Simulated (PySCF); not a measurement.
Cl4MoO, multiplicity 1. Atoms are numbered in the order given.

```xyz
6

Mo     0.0000     0.0000     0.2746
O      0.0000     0.0000     1.9396
Cl     0.0000     0.0000    -2.1017
Cl    -1.9444    -1.1226     0.1701
Cl     0.0000     2.2452     0.1701
Cl     1.9444    -1.1226     0.1701
```
Charge 0, spin multiplicity 1.

Geometry optimised at PBE0-D3(BJ)/def2-SVP. The multiplicity is an assumed one; other spin states were not compared. The isomer is the one that the SMILES or the coordinates give; other isomers of the formula were not compared. The def2 effective core potentials stand for the cores of Mo; spin–orbit coupling is left out.

Computed with TDDFT-ωB97X/def2-SVPD in PySCF.

Vertical excitations; the highest root listed may be one member of a degenerate set. Isolated molecule, no solvent. State labels are in the subgroup Cs.

```csv
state,symmetry,energy (eV),λ (nm),f,main pairs
S1,A",2.87,432,0.000,"HOMO→LUMO 49 %, HOMO−1→LUMO+1 49 %"
S2,A",2.97,418,0.000,"HOMO−1→LUMO+1, HOMO→LUMO (degenerate set)"
S3,A',2.97,418,0.000,"HOMO−1→LUMO, HOMO→LUMO+1 (degenerate set)"
S4,A",3.30,375,0.001,HOMO−2→LUMO+1 (degenerate set)
S5,A',3.30,375,0.001,HOMO−2→LUMO (degenerate set)
S6,A',3.34,371,0.015,"HOMO→LUMO+1 43 %, HOMO−1→LUMO 43 %"
S7,A",3.85,322,0.000,"HOMO−3→LUMO+1 24 %, HOMO−4→LUMO 24 %, HOMO−1→LUMO+2 24 %, HOMO→LUMO+3 24 %"
S8,A",3.88,320,0.000,"HOMO→LUMO+3, HOMO−1→LUMO+2, HOMO−4→LUMO, HOMO−3→LUMO+1 (degenerate set)"
S9,A',3.88,320,0.000,"HOMO→LUMO+2, HOMO−1→LUMO+3, HOMO−3→LUMO, HOMO−4→LUMO+1 (degenerate set)"
S10,A",3.99,311,0.000,"HOMO→LUMO+3 25 %, HOMO−1→LUMO+2 25 %, HOMO−4→LUMO 23 %, HOMO−3→LUMO+1 23 %"
T1,A',2.74,453,0,"HOMO→LUMO+1 48 %, HOMO−1→LUMO 47 %"
T2,A",2.79,444,0,"HOMO→LUMO, HOMO−1→LUMO+1 (degenerate set)"
T3,A',2.79,444,0,"HOMO−1→LUMO, HOMO→LUMO+1 (degenerate set)"
T4,A",2.85,436,0,"HOMO−1→LUMO+1 49 %, HOMO→LUMO 49 %"
```
Triplets are in the Tamm–Dancoff approximation, which puts them higher than full response would, so one can lie above its singlet here.
